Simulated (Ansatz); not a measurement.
Consider the isomerisation: `[CH3][Zn][CH](F)S` → `C[CH](S)[Zn][F]`.

Computed with Ansatz on PBE0-D4/def2-TZVP structures; ΔE is electronic, products minus reactants. CCSD(T)/CBS adds triple-zeta CCSD(T) − MP2 to the extrapolated MP2 energy (def2 sets, frozen cores). For Zn outer-core shells are correlated without core-valence functions, which leaves a few kJ/mol of doubt a bond. Scalar relativity is left out up to krypton. One conformer a species, not always the lowest.

`[CH3][Zn][CH](F)S`:

Cartesian coordinates in Å:
```
C 1.641 -0.448 1.372
Zn 0.357 -0.176 -0.049
C -0.989 0.145 -1.453
F -1.650 -1.027 -1.833
S -2.149 1.421 -0.955
H 2.474 0.253 1.278
H 1.179 -0.296 2.351
H 2.044 -1.463 1.341
H -0.544 0.560 -2.364
H -2.365 1.030 0.312
```

`C[CH](S)[Zn][F]`:

Cartesian coordinates in Å:
```
C -0.389 -0.591 1.149
C -0.176 -0.203 -0.308
S 1.401 -0.968 -0.841
Zn -0.031 1.702 -0.609
F 0.170 3.416 -0.914
H 0.401 -0.205 1.798
H -1.342 -0.204 1.517
H -0.404 -1.681 1.262
H -0.976 -0.632 -0.913
H 1.346 -0.634 -2.141
```

| species | CCSD(T)/CBS(def2) energy (Eh) |
| --- | --- |
| `[CH3][Zn][CH](F)S` | -2355.03671 |
| `C[CH](S)[Zn][F]` | -2355.09019 |

Problem. Work out ΔE.

Solution. ΔE = (-2355.09019) − (-2355.03671) = -0.05348 Eh = -140.4 kJ/mol.

Largest T1 diagnostic among the species: 0.015.

The D4 term adds −4.2 kJ/mol with B3LYP and −2.2 kJ/mol with PBE0; it sums over pairs of atoms, weighted by their polarisabilities, and B3LYP, whose exchange is more repulsive, gets the larger term. From PBE to PBE0 (25 % exact exchange), in def2-TZVPP and without D4, ΔE moves by −6.3 kJ/mol.

B3LYP here is the variant with VWN-RPA as its local correlation; programs differ in this.
